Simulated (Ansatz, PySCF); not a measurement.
Barrier from R1 to the saddle point P1, each structure at its B3LYP-D3(BJ)/def2-TZVP stationary point, reached from a drawn start; harmonic modes at that level show the others as minima.
R1, F3Si (SMILES F[Si](F)F) (charge 0, multiplicity 2):
```xyz
4

Si     0.000     0.000     0.427
F      1.483     0.000    -0.142
F     -0.742     1.284    -0.142
F     -0.742    -1.284    -0.142
```
P1, F3Si, a first-order saddle point (one imaginary mode, 700i cm⁻¹) (charge 0, multiplicity 2):
| atom | x (Å) | y (Å) | z (Å) |
|---|---|---|---|
| Si | 0.0000 | 0.0000 | 0.0000 |
| F | 1.6053 | 0.0000 | 0.0000 |
| F | -0.8027 | 1.3903 | 0.0000 |
| F | -0.8027 | -1.3903 | 0.0000 |

P less R. No zero-point or thermal terms; open shells are unrestricted. No path was followed down from the saddle.

Cores are frozen in the correlated methods. CBS: X⁻³ extrapolation of the correlation energy, Hartree–Fock from the larger set.

Programs: Ansatz (Gaussian orbitals); PySCF for the D3/D4 terms. All values are computed, each at the level named.

```json
[
 {"level": "HF/cc-pV(Q+d)Z", "barrier height (eV)": "2.370"},
 {"level": "PBE-D4/def2-TZVPP", "barrier height (eV)": "1.232"},
 {"level": "BLYP/def2-TZVPP", "barrier height (eV)": "1.197"},
 {"level": "BLYP-D3(BJ)/def2-TZVPP", "barrier height (eV)": "1.200"},
 {"level": "r2SCAN-D4/def2-TZVPP", "barrier height (eV)": "1.521"},
 {"level": "PBE0-D4/def2-TZVPP", "barrier height (eV)": "1.506"},
 {"level": "CAM-B3LYP-D4/def2-TZVPP", "barrier height (eV)": "1.521"},
 {"level": "CCSD(T)/cc-pV(T+d)Z", "barrier height (eV)": "___"},
 {"level": "CCSD(T)/CBS(cc-pV(T+d)Z, cc-pV(Q+d)Z)", "barrier height (eV)": "___"}
]
```

**Question.** Fill in the missing entries.

**Answer.** 
- CCSD(T)/cc-pV(T+d)Z, barrier height (eV): 1.698
- CCSD(T)/CBS(cc-pV(T+d)Z, cc-pV(Q+d)Z), barrier height (eV): 1.675

Ansatz is a quantum-chemistry and plane-wave program.
